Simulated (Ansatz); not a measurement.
`[CH3][Al]([CH3])[N]=C=O`, charge 0, multiplicity 1.

(1) Give a relaxed structure at PBE0-D4/def2-TZVP (the Gaussian-basis code of Ansatz). (An estimate is asked.)

Results:

(1) The calculation gave: 
```xyz
12

C     1.437    0.723    1.158
Al    0.067    0.040   -0.037
C     0.061    0.104   -1.978
N    -1.341   -0.738    0.734
C    -2.283   -1.258    1.250
O    -3.206   -1.767    1.755
H     1.885   -0.091    1.736
H     1.008    1.418    1.886
H     2.242    1.241    0.631
H    -0.813    0.652   -2.344
H     0.953    0.580   -2.392
H    -0.010   -0.904   -2.399
```
Point group C2v.
This is one stationary point; other conformers may exist.
